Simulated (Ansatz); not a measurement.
Pd2Au4. Total charge 0; singlet. Geometry B3LYP-D4/def2-SVP.

```xyz
6

Pd   -2.2598    0.1225   -0.4449
Pd    0.0695   -1.1273   -0.3383
Au    0.0376    1.5548    0.2975
Au    1.5969   -0.1870    1.7112
Au    2.0760   -2.6365    0.5761
Au   -1.5203    2.2735   -1.8017
```

In the def2 sets Au, Pd take a core potential; there is no spin–orbit coupling. The restricted singlet is unstable towards broken spin symmetry in Hartree–Fock (as tested in another run); at PBE-D4/def2-TZVP, r2SCAN-D4/def2-TZVP, PBE0-D4/def2-TZVP, BHLYP-D4/def2-TZVP and others this wasn't settled. No other spin state of charge 0 was run. Another isomer (singlet) lies 0.44 eV lower at PBE0-D4/def2-TZVP; other spin states weren't run for this one.

**Question.** Estimate the orbital energies around the gap (eV) in Ansatz with PBE-D4/def2-TZVP, r2SCAN-D4/def2-TZVP, PBE0-D4/def2-TZVP, BHLYP-D4/def2-TZVP, ωB97X-V/def2-TZVP.

**Answer.** 
```csv
orbital,PBE-D4/def2-TZVP,r2SCAN-D4/def2-TZVP,PBE0-D4/def2-TZVP,BHLYP-D4/def2-TZVP,ωB97X-V/def2-TZVP
HOMO−9,-6.31,-6.42,-7.31,-8.42,-9.46
HOMO−8,-6.05,-6.15,-7.07,-8.10,-9.15
HOMO−7,-5.86,-5.95,-6.95,-7.88,-8.95
HOMO−6,-5.63,-5.68,-6.66,-7.76,-8.79
HOMO−5,-5.46,-5.53,-6.53,-7.56,-8.59
HOMO−4,-5.32,-5.39,-6.44,-7.36,-8.45
HOMO−3,-5.29,-5.35,-6.32,-7.35,-8.36
HOMO−2,-5.26,-5.33,-6.17,-7.20,-8.20
HOMO−1,-5.09,-5.16,-6.11,-6.81,-7.88
HOMO,-5.04,-5.10,-5.94,-6.59,-7.69
LUMO,-4.61,-4.51,-3.80,-3.03,-2.05
LUMO+1,-3.93,-3.72,-2.95,-2.03,-1.01
LUMO+2,-3.28,-3.09,-2.36,-1.52,-0.50
LUMO+3,-2.46,-2.19,-1.56,-0.80,0.16
LUMO+4,-1.51,-1.25,-0.76,-0.12,0.86
LUMO+5,-1.25,-0.92,-0.49,0.14,1.08
```
